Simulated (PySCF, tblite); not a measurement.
Species: C2H9B2N.
SMILES with atom numbers: `[CH3:1][B:2]([CH3:3])[BH:4][NH2:5]` (hydrogens: H6, H7, H8 on C1; H9, H10, H11 on C3; H12 on B4; H13, H14 on N5)

Computed with GFN2-xTB (tblite), gas phase: Langevin dynamics at 600 K from the optimised GFN2-xTB geometry, time step 0.5 fs, friction 0.01 fs⁻¹, 2000 steps. Over the second half of the run the saved frames average 560 K.

Frame at 250 fs, instantaneous temperature 790 K:
```
atom  x, y, z in Å
C1     -1.007   -1.741   -1.016
B2     -0.448   -0.537   -0.112
C3     -1.473    0.262    0.778
B4      1.342   -0.327    0.172
N5      2.273   -0.625   -0.772
H6     -1.297   -2.657   -0.531
H7     -0.487   -2.084   -1.940
H8     -2.052   -1.324   -1.373
H9     -1.639    1.093    0.126
H10    -2.454   -0.304    0.974
H11    -1.193    0.604    1.850
H12     1.806    0.135    1.180
H13     3.287   -0.705   -0.792
H14     1.842   -0.876   -1.644
```

Frame at 425 fs, instantaneous temperature 652 K:
```
atom  x, y, z in Å
C1     -0.780   -2.115   -1.359
B2     -0.206   -1.036   -0.278
C3     -1.038    0.365   -0.334
B4      1.198   -1.267    0.713
N5      2.515   -1.024    0.392
H6     -0.098   -2.891   -1.702
H7     -1.313   -1.520   -2.183
H8     -1.562   -2.554   -0.838
H9     -0.796    1.188    0.344
H10    -1.040    0.721   -1.404
H11    -2.034   -0.023   -0.045
H12     1.014   -2.017    1.758
H13     3.325   -1.378    0.824
H14     2.831   -0.496   -0.443
```

Frame at 625 fs, instantaneous temperature 565 K:
```
atom  x, y, z in Å
C1     -0.712   -1.988   -0.732
B2      0.179   -0.882   -0.162
C3     -0.294    0.649   -0.408
B4      1.363   -1.093    0.976
N5      2.482   -0.359    0.991
H6     -1.859   -1.792   -0.963
H7     -0.939   -2.956   -0.065
H8     -0.325   -2.340   -1.678
H9     -1.035    0.866   -1.273
H10    -0.907    0.848    0.476
H11     0.469    1.329   -0.550
H12     1.210   -1.732    1.926
H13     3.120   -0.312    1.703
H14     2.855    0.131    0.181
```

Frame at 800 fs, instantaneous temperature 639 K:
```
atom  x, y, z in Å
C1     -0.247   -2.174   -0.613
B2      0.331   -0.914    0.083
C3     -0.463    0.365   -0.147
B4      1.477   -0.616    1.275
N5      2.809   -0.241    0.913
H6      0.659   -2.823   -1.019
H7     -0.935   -2.008   -1.455
H8     -0.673   -2.804    0.141
H9     -1.071    0.573   -1.043
H10    -1.147    0.454    0.758
H11     0.243    1.212    0.033
H12     1.460   -0.474    2.403
H13     3.346    0.306    1.661
H14     3.092   -0.112   -0.013
```

Frame at 1000 fs, instantaneous temperature 528 K:
```
atom  x, y, z in Å
C1     -0.255   -2.090    0.033
B2      0.192   -0.674    0.576
C3     -0.480    0.615   -0.165
B4      1.647   -0.730    1.437
N5      2.909   -0.843    0.801
H6      0.534   -2.607   -0.469
H7     -0.942   -1.983   -0.750
H8     -0.727   -2.699    0.839
H9     -1.512    0.645    0.084
H10    -0.220    1.663    0.122
H11    -0.515    0.321   -1.177
H12     1.663   -0.768    2.536
H13     3.747   -0.414    1.186
H14     2.902   -0.661   -0.183
```

Task: What do single points at PBE0/def2-SVPD (PySCF, gas phase, TDDFT, vertical, frozen core in the response) give on these frames?

Result: 
```csv
t (fs),GFN2-xTB E above start (eV),DFT E above lowest frame (eV),HOMO (eV),LUMO (eV),dipole (D),S1 (eV),f(S1)
250,0.87,0.27,-6.94,-1.32,1.81,3.98,0.003
425,0.65,0.00,-7.00,-0.65,1.64,4.72,0.006
625,0.88,0.47,-7.23,-1.21,1.88,4.37,0.004
800,0.80,0.27,-7.65,-0.66,1.24,5.31,0.004
1000,0.85,0.42,-7.03,-0.71,1.15,4.58,0.003
```

The two levels order the frames alike by energy but for pairs within 0.08 eV at one level; measured from each level's lowest frame they differ by 0.24 eV at most. The HOMO–LUMO gap runs from 5.62 to 6.99 eV. These are instantaneous structures, not minima.

The cost below is that of the whole dynamics run. Hardware: one thread, Arm Neoverse N1 (aarch64), shared host. Cost: 11 s of wall time, 0.18 GiB resident at most.
